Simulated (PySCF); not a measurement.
**Ni (nickel, neutral): TPSS calculation**

Configuration: [Ar] 3d8 4s1 4p1, one real determinant (an excited configuration). Computed with PySCF 2.14 in aug-cc-pwCVTZ-DK, with scalar relativity by spin-free X2C-1e.

```json
{
  "Total energy": "-1520.475 hartree",
  "One-electron energy": "-2106.272 hartree",
  "Hartree (Coulomb) energy": "649.614 hartree",
  "Exchange-correlation energy": "-63.817 hartree",
  "⟨S²⟩": "6.0006",
  "⟨L²⟩": "14.020",
  "Sum of ⟨r⟩": "22.50 bohr",
  "Sum of ⟨r²⟩": "42.18 bohr²",
  "Traceless quadrupole moment −½Σ⟨3z² − r²⟩ along its main axis": "-7.03 e·bohr²",
  "Langevin diamagnetic susceptibility": "-33.4 ×10⁻⁶ cm³/mol",
  "Time after the integrals": "of the order of 9 core-seconds"
}
```

```json
{"shell": "1s α", "electrons": "1", "mean orbital energy (eV)": "-8221.6", "spread (eV)": "0", "rms radius, mean of both spins (bohr)": "0.0624"}
{"shell": "1s β", "electrons": "1", "mean orbital energy (eV)": "-8221.6", "spread (eV)": "0", "rms radius, mean of both spins (bohr)": "0.0624"}
{"shell": "2s α", "electrons": "1", "mean orbital energy (eV)": "-986.05", "spread (eV)": "0", "rms radius, mean of both spins (bohr)": "0.266"}
{"shell": "2s β", "electrons": "1", "mean orbital energy (eV)": "-985.06", "spread (eV)": "0", "rms radius, mean of both spins (bohr)": "0.266"}
{"shell": "2p α", "electrons": "3", "mean orbital energy (eV)": "-847.11", "spread (eV)": "0.047", "rms radius, mean of both spins (bohr)": "0.238"}
{"shell": "2p β", "electrons": "3", "mean orbital energy (eV)": "-846.28", "spread (eV)": "0.072", "rms radius, mean of both spins (bohr)": "0.238"}
{"shell": "3s α", "electrons": "1", "mean orbital energy (eV)": "-114.78", "spread (eV)": "0", "rms radius, mean of both spins (bohr)": "0.795"}
{"shell": "3s β", "electrons": "1", "mean orbital energy (eV)": "-112.24", "spread (eV)": "0", "rms radius, mean of both spins (bohr)": "0.795"}
{"shell": "3p α", "electrons": "3", "mean orbital energy (eV)": "-74.532", "spread (eV)": "0.185", "rms radius, mean of both spins (bohr)": "0.847"}
{"shell": "3p β", "electrons": "3", "mean orbital energy (eV)": "-71.975", "spread (eV)": "0.241", "rms radius, mean of both spins (bohr)": "0.847"}
{"shell": "3d α", "electrons": "5", "mean orbital energy (eV)": "-11.342", "spread (eV)": "1.430", "rms radius, mean of both spins (bohr)": "1.16"}
{"shell": "3d β", "electrons": "3", "mean orbital energy (eV)": "-9.598", "spread (eV)": "0.221", "rms radius, mean of both spins (bohr)": "1.16"}
{"shell": "4s α", "electrons": "1", "mean orbital energy (eV)": "-7.376", "spread (eV)": "0", "rms radius, mean of both spins (bohr)": "2.88"}
{"shell": "4p α", "electrons": "1", "mean orbital energy (eV)": "-2.578", "spread (eV)": "0", "rms radius, mean of both spins (bohr)": "4.13"}
```

⟨L²⟩ = 14.02 against 20 for a pure G term, so this real determinant mixes terms.

Densities and radii are taken from the X2C orbitals without a picture-change correction, which distorts them close to the nucleus.
